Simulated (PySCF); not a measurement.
**Energy of Pd²⁺ (palladium, charge +2) between two integer charges**

The 4d beta orbital of [Kr] 4d8 is emptied in steps (occupation f), with all orbitals relaxed, ending at [Kr] 4d7. Computed with PySCF 2.14 in def2-SVP with the def2 core potential (28 electrons) (5s3p2d1f, 31 functions), with a scalar-relativistic core potential. The exact energy is a straight line in f; departures are measured from the line between the end points of the same method.

| f | CAM-B3LYP (eV) |
| --- | --- |
| 1 | 0.000 |
| 0.9 | -0.316 |
| 0.7 | -0.747 |
| 0.5 | -0.899 |
| 0.3 | -0.763 |
| 0.1 | -0.331 |
| 0 | 0.000 |

```tsv
method	E(f=0) − E(f=1) (eV)	−ε at f=1 (eV)	−ε at f=0.5 (eV)
CAM-B3LYP	33.866	30.371	33.816
```

Orbital energy along the path (eV):

| f | CAM-B3LYP |
| --- | --- |
| 1 | -30.371 |
| 0.9 | -31.035 |
| 0.7 | -32.401 |
| 0.5 | -33.816 |
| 0.3 | -35.278 |
| 0.1 | -36.788 |
| 0 | -37.562 |

Reference removal energy between the ground levels: 32.93 eV (semi-empirical (NIST evaluation); NIST Atomic Spectra Database, ionization energies). The calculation has no spin-orbit coupling. The determinant left behind need not be the lowest term of the ion.
